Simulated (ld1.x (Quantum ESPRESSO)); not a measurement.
# S: ultrasoft pseudisation with LDA (PZ), non-relativistic reference atom.

ld1.x (Quantum ESPRESSO) 7.5 input, shortened:

```
&input
   title='S', zed=16., rel=0, dft='PZ', iswitch=3,
   config='[Ne] 3s1.75 3p4.25 3d-2'
 /
 &inputp
   pseudotype=3, tm=.true., lloc=-2, rcloc=0.90,
   nlcc=.false.
 /
5
3S  1  0   1.75   0.00  0.85  1.20  0.0
3S  1  0   0.00   0.25  0.85  1.20  0.0
3P  2  1   4.25   0.00  1.05  1.45  0.0
3P  2  1   0.00   2.80  1.05  1.45  0.0
3D  3  2  -2.00   0.25  1.10  1.30  0.0
 &test
   configts(1)='3s1.75 3p4.25'
 /
```

Poles of the logarithmic derivatives, all-electron (AE) and pseudo (PS). Narrow ghost or core levels that the grid stepped over were put in at their known energies. s: poles at 3.2 (AE) and -2.5, 3.2 (PS) Ry. p: poles at 4.3 (AE) and 4.3 (PS) Ry. d: poles at 4.8 (AE) and 4.9 (PS) Ry. Test radius 1.60 bohr.

- Cutoffs needed: 18 Ry and 45 Ry (the cutoffs (Ry, on a coarse ladder) from which the occupation-weighted sum of valence levels, in a spherical-Bessel basis at the reference potential, stays within 10 and 1 mRy of its value at 400 Ry)
- Ghost test: ghost state, extra bound levels that the all-electron valence spectrum of the same l lacks: s at -33.4 eV; a true bound ghost makes a file unfit for plane-wave use (spherical-Bessel basis up to 400 Ry, 20 bohr box)
- Largest excitation error: +35 meV (all-electron minus pseudo) for 3s2 3p2, out of 7 test configurations
- Lowest eigenvalue of the overlap operator: 0.64 (p channel)
